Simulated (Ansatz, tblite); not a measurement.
(BeTe)n off (charge +1): E(high spin) − E(low spin) (eV) at several levels, gas phase, relaxed structures; Ansatz, xTB through tblite. Each state is relaxed at the level in the geometry column; the other columns are single points. Clusters are the lowest isomers that short searches found in that spin, judged at the geometry's level. Core potentials for Te in the def2 sets, no spin–orbit coupling. xTB has no spin-polarisation term. The structures are stationary points that may keep the symmetry of their start. Correlated methods freeze inner cores and use unrestricted references for open shells.

| species | state | geometry | GFN1-xTB | GFN2-xTB | PBE-D4/def2-TZVP | r2SCAN-D4/def2-TZVP | PBE0-D4/def2-TZVP | RPA@PBE/def2-TZVP |
| --- | --- | --- | --- | --- | --- | --- | --- | --- |
| Be2Te⁺ | quartet − doublet | PBE-D4/def2-TZVP | 2.56 | 3.05 | 1.87 | 1.77 | 1.79 | 1.50 |
| Be2Te2⁺ | quartet − doublet | r2SCAN-D4/def2-TZVP | 2.02 | 2.48 | 2.77 | 2.67 | 2.70 | 2.43 |
| Be3Te2⁺ | quartet − doublet | PBE-D4/def2-SVP | 1.93 | 1.00 | 2.14 | 2.12 | 2.23 | 2.36 |

Over the 3 species that have every level, the mean is 2.17 at GFN1-xTB, 2.18 at GFN2-xTB, 2.26 at PBE-D4/def2-TZVP, 2.19 at r2SCAN-D4/def2-TZVP, 2.24 at PBE0-D4/def2-TZVP, 2.10 at RPA@PBE/def2-TZVP.
